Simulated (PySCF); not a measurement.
Compound: CH₇FInN.
Atom-mapped SMILES: `[NH3+:1][InH2-:2][CH2:3][F:4]` (hydrogens: H5, H6, H7 on N1; H8, H9 on In2; H10, H11 on C3)

A GFN2-xTB structure was refined with PBE0-D3(BJ)/def2-SVP geometry optimisation, gas phase, def2 core potentials past Kr (PySCF). Its GFN2-xTB values:

```tsv
coordinate	GFN2-xTB
N1–In2	2.387 Å
N1–H5	0.991 Å
In2–C3	2.249 Å
In2–H8	1.724 Å
C3–F4	1.425 Å
C3–H10	1.072 Å
N1–In2–C3	92.7°
N1–In2–H8	98.1°
In2–N1–H6	102.5°
In2–N1–H7	108.7°
In2–C3–F4	101.3°
C3–In2–H9	120.0°
H8–In2–H9	116.5°
H10–C3–H11	110.5°
N1–In2–C3–F4	14°
```

Question: How do these coordinates change at the PBE0-D3(BJ)/def2-SVP level?

Answer: 
```
  coordinate  PBE0-D3(BJ)/def2-SVP (Å or °)  change
      C3–H10                          1.102  +0.030
      N1–In2                          2.360  -0.027
       N1–H5                          1.018  +0.027
      In2–C3                          2.229  -0.020
      In2–H8                          1.740  +0.016
       C3–F4                          1.411  -0.014
   In2–N1–H7                          116.8    +8.1
   In2–C3–F4                          108.5    +7.2
   N1–In2–C3                           86.6    -6.1
   H8–In2–H9                          121.7    +5.2
   N1–In2–H8                          103.0    +4.9
   C3–In2–H9                          116.1    -3.9
   In2–N1–H6                           98.6    -3.9
  H10–C3–H11                          107.5    -3.0
N1–In2–C3–F4                             18      +4
```

The energy falls by 0.171 eV over 20 energy and gradient evaluations, the largest force component goes from 0.0245 to 4.4e-04 Eh/bohr, and the atoms move by 0.341 Å rms after alignment. The bond that changes most is C3–H10 (sp3 C–F carbon to methylene hydrogen), which lengthens by 0.030 Å. Bonds longer at the end by more than 0.005 Å: 6 of 10; shorter: 3. Among the dihedrals that turn most is H5–N1–In2–H8, from 68° to 115°. Rotational constants go from 4729, 2716, 1824 to 5112, 2555, 1809 MHz.

The run used 103 basis functions and 117 SCF cycles in all. Time: 71 s of wall time; peak memory 0.44 GiB. Hardware: AMD EPYC 9B14, one thread (shared host).

No frequency check. The numbers are those of one conformer.
